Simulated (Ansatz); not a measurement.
Input for Ansatz (a quantum-chemistry and plane-wave program): R-PBE/def2-TZVPP on Cl2OSi (SMILES O=[Si](Cl)Cl).

Ansatz 0.2 input:
```yaml
crystal:
  periodic: [false, false, false]
  atoms:
    - {symbol: Si, position_ang: [0.21065436, -0.00000000, 0.00000000]}
    - {symbol: O, position_ang: [1.72055052, 0.00000000, -0.00000000]}
    - {symbol: Cl, position_ang: [-0.96565244, 1.63842264, -0.00000000]}
    - {symbol: Cl, position_ang: [-0.96565244, -1.63842264, -0.00000000]}
basis:
  gaussian:
    orbitals: def2-TZVPP
hamiltonian:
  xc: {name: PBE}
scf: {lower_state_search: off}
```

Question: Give the final energy of this run.

Answer: -1284.7023 hartree.
